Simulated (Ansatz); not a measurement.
Ga2Cl6⁻. The state is a doublet with charge -1. Geometry PBE-D4/def2-SVP, that of the neutral singlet; atoms count from 1.

```xyz
8

Ga    0.3734   -0.7411    1.4262
Ga   -0.3798    0.7473   -1.4214
Cl    1.2264    1.1197    0.2629
Cl   -1.7568    2.3867   -1.4609
Cl   -0.5092   -0.0844    3.2634
Cl   -1.3171   -1.0281   -0.1910
Cl    0.5989   -0.0374   -3.1570
Cl    1.7642   -2.3627    1.2778
```

The highest occupied level of the charge -1 doublet lies above zero (up to 1.08 eV). By energy differences its removal costs 0.55 eV (vertical, to the charge 0 singlet, at PBE0-D4/def2-SVP); self-interaction error and the lack of diffuse functions both raise the level. The structure comes from a short search, and lower isomers may exist.

Problem. Estimate the Mulliken populations from the PBE0/def2-SVP orbitals of Ansatz.

Solution. 
| atom | charge (e) | spin (α − β) |
| --- | --- | --- |
| Ga1 | 0.41 | 0.35 |
| Ga2 | 0.41 | 0.35 |
| Cl3 | -0.27 | 0.03 |
| Cl4 | -0.32 | 0.06 |
| Cl5 | -0.32 | 0.06 |
| Cl6 | -0.27 | 0.03 |
| Cl7 | -0.32 | 0.06 |
| Cl8 | -0.32 | 0.06 |
Mulliken values and Mayer orders depend strongly on the basis.

Problem. Where does the spin sit?

Solution. Summed by element: Ga 0.71, Cl 0.29, of 1 unpaired in all. Largest on single atoms: Ga2 0.35, Ga1 0.35, Cl4 0.06.

Problem. And the Mayer bond orders between bonded heavy atoms (over 0.3)?

Solution. Ga1–Cl3 0.54 (2.35 Å); Ga1–Cl5 0.98 (2.14 Å); Ga1–Cl6 0.54 (2.36 Å); Ga1–Cl8 0.98 (2.14 Å); Ga2–Cl3 0.54 (2.36 Å); Ga2–Cl4 0.98 (2.14 Å); Ga2–Cl6 0.54 (2.35 Å); Ga2–Cl7 0.98 (2.14 Å).
